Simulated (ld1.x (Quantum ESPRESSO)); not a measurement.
The numbers below are computed, except where a source is named.
**Potentials for Sb compared**

Generated with ld1.x 7.5 (TM, RRKJ, ultrasoft, PAW), atompaw 4.2 or ONCVPSP 4.0.1. The cutoff is in Ry: for ld1.x and atompaw files where the sum of valence levels is converged to 10 mRy in a Bessel basis, for ONCV files where the hardest occupied wave has 1 mHa per electron of residual kinetic energy. The error is the largest all-electron minus pseudo excitation energy over each file’s own four to seven test configurations (ionisations up to +4, promotions, holes and added fractions of an electron), all of which were solved. The labels leave out finer settings (local radius, basis sizes, second energies), which also bear on the numbers. Spin-polarised tests are not counted. The rows are a selection from randomly drawn settings: files with unsolved tests, undetermined cutoffs or missed reference levels are left out.

A true bound ghost makes a file unfit for plane-wave use even where its test errors are small: the radial tests pick states by their node count and pass the ghost by.

```csv
potential,cutoff (Ry),largest error (meV),bound ghosts
"TM, PBEsol, non-relativistic, rc 1.95/2.10/1.05/2.10 (spdf), local s, core correction yes, reference 4d10 5s2 5p2",110,-510,none
"TM, BP86, fully relativistic, rc 1.55/1.95 (sp), local s, core correction no, reference 5s2 5p3",45,+225,none
"ultrasoft, LDA (PZ), scalar-relativistic, rc 1.85/1.80/1.30 (spd), local smoothed, core correction yes, reference 4d10 5s1.75 5p3.25",90,-201,"s, p"
"PAW, LDA (PZ), scalar-relativistic, rc 2.05/1.30/1.00/1.50 (spdf), local smoothed, core correction yes, reference 4p6 4d10 5s1.5 5p3.5",140,-20,none
```

**Question.** Fill in the row for Sb: ultrasoft, LDA (PZ), scalar-relativistic, rc 2.20/2.05/1.75 (spd), local smoothed, core correction yes, reference 4d10 5s2 5p1.

**Answer.** cutoff 40 Ry, largest error +42 meV, bound ghosts: none.

**Question.** Fill in the row for Sb: RRKJ, LDA (PZ), scalar-relativistic, rc 1.90/2.05/1.22 (spd), local p, core correction yes, reference 4d10 5s2 5p0.

**Answer.** cutoff 90 Ry, largest error -678 meV, bound ghosts: none.

**Question.** Fill in the row for Sb: TM, PBEsol, fully relativistic, rc 1.50/1.85/1.05 (spd), local s, core correction yes, reference 4d10 5s2 5p3.

**Answer.** cutoff 110 Ry, largest error -213 meV, bound ghosts: none.
